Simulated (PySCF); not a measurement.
A structure optimised at PBE0-D3(BJ)/def2-SVP, used in a PySCF frequency run:

```xyz
9

In     0.1790    -0.0290    -0.0548
O      2.0964    -0.4204    -0.4996
H      2.3922    -0.0483    -1.3376
P     -0.4016    -0.8997     2.2193
H      0.2730    -2.1314     1.9513
H     -1.6704    -1.3931     1.7801
P     -1.1581     1.3778    -1.6563
H     -2.3514     0.6353    -1.3929
H     -0.7882     0.5497    -2.7632
```

**Question.** Write its SMILES and formula.

**Answer.** [OH][In]([PH2])[PH2], H5InOP2

**Question.** What are its rotational constants (standard atomic weights)?

**Answer.** 3.5035, 1.4476, 1.0399 GHz
